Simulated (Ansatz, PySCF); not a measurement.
Gas-phase reaction (SMILES): CO[Si](N)(N)OC + N (NH3) → CO[Si](N)(N)N + CO (CH4O) [methanol]; ammonia cleaves one Si-O bond, a model of a ligand-exchange step.

Geometries: B3LYP-D3(BJ)/def2-TZVP minima from Ansatz (a quantum-chemistry and plane-wave program), one conformer each, not searched for the lowest. Cores are frozen in the correlated levels unless marked. Spin-orbit coupling is left out. Non-relativistic. CBS(X,Y): correlation extrapolated as X^-3; Hartree-Fock from the larger set. [CCSD(T)-MP2]/basis is that difference in the basis named. Thermal terms are rigid-rotor harmonic-oscillator values from B3LYP-D3(BJ) frequencies (Ansatz or PySCF) at 298.15 K and 1 atm. 1 Eh = 627.5095 kcal/mol.

| species | E, RI-MP2/CBS(cc-pV(T+d)Z,cc-pV(Q+d)Z)+[CCSD(T)-MP2]/cc-pV(D+d)Z (Ansatz) (Eh) | E, PBE0-D4/def2-TZVPD (Ansatz + dftd4) (Eh) | H - E (Eh) | G - E (Eh) |
|---|---|---|---|---|
| CO[Si](N)(N)OC | -631.09874 | -631.48925 | 0.15018 | 0.10126 |
| N (NH3) | -56.50651 | -56.51535 | 0.03799 | 0.01614 |
| CO[Si](N)(N)N | -571.97223 | -572.34539 | 0.13270 | 0.08811 |
| CO (CH4O) | -115.61353 | -115.64059 | 0.05533 | 0.02827 |

Problem. Work out ΔE and ΔH, ΔG, ΔS and the equilibrium constant at 298.15 K at the first level, then ΔH at the second.

Solution. 
1. ΔE = [(-571.97223) + (-115.61353)] - [(-631.09874) + (-56.50651)] = 0.01949 Eh = 12.2 kcal/mol at RI-MP2/CBS(cc-pV(T+d)Z,cc-pV(Q+d)Z)+[CCSD(T)-MP2]/cc-pV(D+d)Z.
2. The terms H - E add up to -0.00014 Eh, so ΔH = (0.01949 + (-0.00014))×627.5095 = 12.1 kcal/mol.
3. The terms G - E add up to -0.00102 Eh, so ΔG = 11.6 kcal/mol, and ΔS = (-0.00014 - (-0.00102))×627509.5/298.15 = 1.9 cal/(mol K).
4. log10 K = -ΔG/(RT ln 10) = -8.5, with RT ln 10 = 1.3642 kcal/mol.
5. At PBE0-D4/def2-TZVPD the same steps give ΔE = 11.7 and ΔH = 11.6 kcal/mol, a shift of -0.5 from the first level.
6. These values are not checked against measurement here, since the tables used lack a sound gas-phase enthalpy of formation for at least one species.
